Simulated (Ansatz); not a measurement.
SnHMe2(nBu) (C₆H₁₆Sn): single points at one geometry.

```yaml
crystal:
  periodic: [false, false, false]
  atoms:
    - {symbol: Sn, position_ang: [1.103612, 1.431107, 0.416219]}
    - {symbol: H, position_ang: [1.285803, 1.408484, 2.134822]}
    - {symbol: C, position_ang: [3.043813, 1.636770, -0.515315]}
    - {symbol: H, position_ang: [3.519714, 2.578937, -0.205267]}
    - {symbol: H, position_ang: [2.936950, 1.640490, -1.610495]}
    - {symbol: H, position_ang: [3.699219, 0.801176, -0.228250]}
    - {symbol: C, position_ang: [-0.147758, 3.103293, -0.146001]}
    - {symbol: H, position_ang: [-1.144691, 3.011358, 0.310011]}
    - {symbol: H, position_ang: [-0.262476, 3.134336, -1.240131]}
    - {symbol: H, position_ang: [0.303164, 4.049894, 0.187081]}
    - {symbol: C, position_ang: [0.150111, -0.413527, -0.223233]}
    - {symbol: C, position_ang: [-1.196826, -0.667409, 0.455714]}
    - {symbol: C, position_ang: [-1.942262, -1.906563, -0.056987]}
    - {symbol: C, position_ang: [-1.208471, -3.222457, 0.179430]}
    - {symbol: H, position_ang: [0.027477, -0.353042, -1.320367]}
    - {symbol: H, position_ang: [0.859304, -1.236711, -0.031551]}
    - {symbol: H, position_ang: [-1.049754, -0.765713, 1.548601]}
    - {symbol: H, position_ang: [-1.853578, 0.212131, 0.322056]}
    - {symbol: H, position_ang: [-2.932897, -1.948582, 0.430989]}
    - {symbol: H, position_ang: [-2.142458, -1.782832, -1.137964]}
    - {symbol: H, position_ang: [-1.810190, -4.082399, -0.154277]}
    - {symbol: H, position_ang: [-0.251760, -3.261657, -0.365494]}
    - {symbol: H, position_ang: [-0.986047, -3.367083, 1.250417]}
basis:
  gaussian: {orbitals: def2-TZVP, initial_orbitals: start.molden}
hamiltonian: {xc: pbe0, dispersion: d4}
scf: {omitted_lower_state_checks: [starts]}
output: {forces: true, orbitals: {seedname: orbitals}}
```

The file start.molden holds the orbitals of an earlier run on this structure, at another level or in another basis.

```sh
$ ansatz run in.yaml --threads 4 --pin off --events-out ev --progress --plain --max-ram 4787MiB
```

Shortened log:

```
Functional definition: PBE0
2245 factors; their error is unknown
mean field evaluation 1: about -12305.8838 eV, gradient 1.1e2 eV
mean field evaluation 2: about -12309.0922 eV, gradient 3.1e0 eV
mean field evaluation 4: about -12309.1561 eV, gradient 6.4e-1 eV
mean field evaluation 8: about -12309.1567 eV, gradient 1.3e-5 eV
mean field -12309.15669551 eV, -452.3531651139 hartree, gradient 1.3e-5 eV, S^2 0.000000; 0 other end points of the search recorded, 0 dependent functions left out
reference -12309.15674414 eV, -452.3531669009 hartree; 37, 37 occupied and 295, 295 virtual orbitals, 2245 factors
Total energy: -12309.58816233 eV, -452.3690212269 hartree
Atom 0 at     1.103612     1.431107     0.416219 Å, force    -0.045583    -0.024732    -0.128436 eV/Å
Atom 1 at     1.285803     1.408484     2.134822 Å, force    -0.009885     0.001914    -0.107846 eV/Å
Atom 2 at     3.043813     1.636770    -0.515315 Å, force     0.103488     0.009050    -0.050798 eV/Å
Atom 3 at     3.519714     2.578937    -0.205267 Å, force    -0.143219    -0.265857    -0.082436 eV/Å
Atom 4 at     2.936950     1.640490    -1.610495 Å, force     0.023416    -0.001694     0.310398 eV/Å
Atom 5 at     3.699219     0.801176    -0.228250 Å, force    -0.193522     0.233848    -0.077349 eV/Å
Atom 6 at    -0.147758     3.103293    -0.146001 Å, force    -0.062851     0.093556    -0.030596 eV/Å
Atom 7 at    -1.144691     3.011358     0.310011 Å, force     0.286168     0.016704    -0.124114 eV/Å
Atom 8 at    -0.262476     3.134336    -1.240131 Å, force     0.035987    -0.015168     0.310731 eV/Å
Atom 9 at     0.303164     4.049894     0.187081 Å, force    -0.122018    -0.273621    -0.091138 eV/Å
Atom 10 at     0.150111    -0.413527    -0.223233 Å, force     0.105448    -0.068692    -0.114120 eV/Å
Atom 11 at    -1.196826    -0.667409     0.455714 Å, force    -0.060025     0.071581     0.129877 eV/Å
Atom 12 at    -1.942262    -1.906563    -0.056987 Å, force    -0.151406     0.049330    -0.093212 eV/Å
Atom 13 at    -1.208471    -3.222457     0.179430 Å, force     0.098112    -0.115547     0.032171 eV/Å
Atom 14 at     0.027477    -0.353042    -1.320367 Å, force     0.023887    -0.009741     0.323019 eV/Å
Atom 15 at     0.859304    -1.236711    -0.031551 Å, force    -0.219361     0.244943    -0.044393 eV/Å
Atom 16 at    -1.049754    -0.765713     1.548601 Å, force    -0.026925     0.017420    -0.313523 eV/Å
Atom 17 at    -1.853578     0.212131     0.322056 Å, force     0.184680    -0.251051     0.020790 eV/Å
Atom 18 at    -2.932897    -1.948582     0.430989 Å, force     0.280116     0.008772    -0.121154 eV/Å
Atom 19 at    -2.142458    -1.782832    -1.137964 Å, force     0.077002    -0.037409     0.301460 eV/Å
Atom 20 at    -1.810190    -4.082399    -0.154277 Å, force     0.148336     0.241600     0.087016 eV/Å
Atom 21 at    -0.251760    -3.261657    -0.365494 Å, force    -0.264259     0.025095     0.147985 eV/Å
Atom 22 at    -0.986047    -3.367083     1.250417 Å, force    -0.067587     0.049700    -0.284335 eV/Å
Dipole moment:    -0.030782    -0.020147    -0.124926 e Å
Checks for a lower state left out: starts
```

Hardware: 4 threads of Intel Xeon on a shared host. Wall time 27 s, peak host memory 1.5 GiB.

Geometry: r2SCAN-D4/def2-SVP.

In the def2 sets Sn takes a core potential; there is no spin–orbit coupling.
